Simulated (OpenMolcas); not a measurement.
Ta2+: effect of the level shift or regulariser

```
Program             : OpenMolcas 26.06
Basis               : ANO-RCC-VTZP [8s7p5d3f2g1h]
Scalar Hamiltonian  : DKH2, point nucleus
Active space        : 3 electrons in 5 orbitals (5d)
State averaging     : 2S+1 = 4 even, 10 roots; 2S+1 = 2 even, 40 roots
Spin-orbit coupling : RASSI with atomic mean-field integrals over the reference wave functions, term energies averaged over their components
```

Methods on the same reference wave functions:
A. CASSCF
B. MS-CASPT2, IPEA 0.25 Eh, imaginary shift 0.1 Eh (closed shells correlated: 5s 5p)
C. MS-CASPT2, IPEA 0.25 Eh, real shift 0.2 Eh (closed shells correlated: 5s 5p)
D. MS-CASPT2, IPEA 0.25 Eh, sigma2 regulariser 0.3 Eh (closed shells correlated: 5s 5p)

Energies in cm-1 above 5d3 4F 3/2.

```
        Level      A      B      C      D
   5d3 4F 3/2    0.0    0.0    0.0    0.0
   5d3 4F 5/2   2322   2580   2540   2520
   5d3 4F 7/2   4790   5030   5000   4980
   5d3 4F 9/2   7109   7100   7090   7090
   5d3 2G 7/2  14602  12540  12670  12800
   5d3 4P 5/2  15836  14510  14520  14500
  5d3 2H 11/2  20409  18740  18670  18760
5d3 2D 5/2(1)  22383  18980  19160  19430
   5d3 2F 7/2  29216  24800  25070  25360
   5d3 2F 5/2  29489  24950  25210  25480
5d3 2D 5/2(2)  44063  37410  37680  37680
5d3 2D 3/2(2)  44468  38000  38180  38190
```

Among B to D the level of the table that moves most is 5d3 2F 7/2, by 560 cm-1 (lowest in B, highest in D). Moves below CASPT2's spread within the term are not significant.

From A to B the spin-free energies of the other terms of 5d3 shown, above 4F, scale by factors of 0.73 to 0.86, as is usual when dynamic correlation screens the repulsion within a d or f shell.

The lowest spin-free term lies below A's lowest term by 0.243 hartree in B, 0.243 hartree in C, 0.243 hartree in D.

CASPT2 breaks the degeneracy within a term, and the mean is taken; among the terms shown or strongly mixed into the levels shown the widest spread is 610 cm-1 (5d3 4F, D). Configurations with an s electron lie low in 5d ions of this charge, fall among these levels and mix in, so low-spin terms can stand far too high, up to twice their true height, and weights are not those of the real levels. Without dynamic correlation excited terms often stand tens of per cent too high (terms of higher spin than the ground term too low), and those without a measured partner can miss by more than the paired ones (holds for A). The CASPT2 spread within a term exceeds the gap to the next term for 5d3 2G and 5d3 4P, 5d3 2D(1) and 5d3 2H, so the order of their levels is uncertain (holds for C; D). Only configurations of the active space appear. Levels that lie high or do not pair safely by name in every column are left out.

A number in round brackets counts repeated terms of one configuration in the order of the reference energies.
